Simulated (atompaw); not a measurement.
## An all-electron radial function and its pseudo partner (lead)

Columns: radius, all-electron u(r) and pseudo u(r) of the 5d shell (level -21.18 eV) of lead in the configuration [Xe] 4f14 5d10 6s2 6p2; PBE, scalar-relativistic, PAW (atompaw) scheme, atompaw 4.2.0.5.

```json
{"r (bohr)": "0.110", "all-electron": "0.3287", "pseudo": "0.0010"}
{"r (bohr)": "0.219", "all-electron": "-0.2049", "pseudo": "0.0075"}
{"r (bohr)": "0.329", "all-electron": "-0.4951", "pseudo": "0.0247"}
{"r (bohr)": "0.438", "all-electron": "-0.2950", "pseudo": "0.0555"}
{"r (bohr)": "0.548", "all-electron": "0.0919", "pseudo": "0.1020"}
{"r (bohr)": "0.658", "all-electron": "0.4579", "pseudo": "0.1632"}
{"r (bohr)": "0.767", "all-electron": "0.7251", "pseudo": "0.2352"}
{"r (bohr)": "0.877", "all-electron": "0.8904", "pseudo": "0.3143"}
{"r (bohr)": "0.987", "all-electron": "0.9683", "pseudo": "0.3935"}
{"r (bohr)": "1.096", "all-electron": "0.9826", "pseudo": "0.4656"}
{"r (bohr)": "1.206", "all-electron": "0.9550", "pseudo": "0.5259"}
{"r (bohr)": "1.315", "all-electron": "0.9022", "pseudo": "0.5692"}
{"r (bohr)": "1.425", "all-electron": "0.8351", "pseudo": "0.5943"}
{"r (bohr)": "1.535", "all-electron": "0.7620", "pseudo": "0.6006"}
{"r (bohr)": "1.644", "all-electron": "0.6889", "pseudo": "0.5902"}
{"r (bohr)": "1.754", "all-electron": "0.6175", "pseudo": "0.5652"}
{"r (bohr)": "1.863", "all-electron": "0.5508", "pseudo": "0.5286"}
{"r (bohr)": "1.973", "all-electron": "0.4888", "pseudo": "0.4826"}
{"r (bohr)": "2.083", "all-electron": "0.4321", "pseudo": "0.4315"}
{"r (bohr)": "2.192", "all-electron": "0.3816", "pseudo": "0.3816"}
{"r (bohr)": "2.302", "all-electron": "0.3358", "pseudo": "0.3358"}
{"r (bohr)": "2.412", "all-electron": "0.2950", "pseudo": "0.2950"}
{"r (bohr)": "2.521", "all-electron": "0.2592", "pseudo": "0.2592"}
{"r (bohr)": "2.631", "all-electron": "0.2271", "pseudo": "0.2271"}
{"r (bohr)": "2.740", "all-electron": "0.1991", "pseudo": "0.1991"}
{"r (bohr)": "2.850", "all-electron": "0.1742", "pseudo": "0.1742"}
```

(1) How many radial nodes do the two functions have?

(2) At about which radius was the pseudo-wave matched?

(3) Where does each function peak?

(4) Is the pseudo-wave norm-conserving?

Answers

(1) The all-electron 5d function has n − l − 1 = 2; the pseudo-wave has 0, since the states of the same l below it are removed with the core.

(2) 2.20 bohr, where the columns begin to agree (steps of 0.11 bohr).

(3) Outermost all-electron maximum near 1.10 bohr, pseudo maximum near 1.53 bohr (to the table’s step).

(4) No, it belongs to a PAW set: the norm inside the radius is not constrained, and the difference is carried by the augmentation charge.
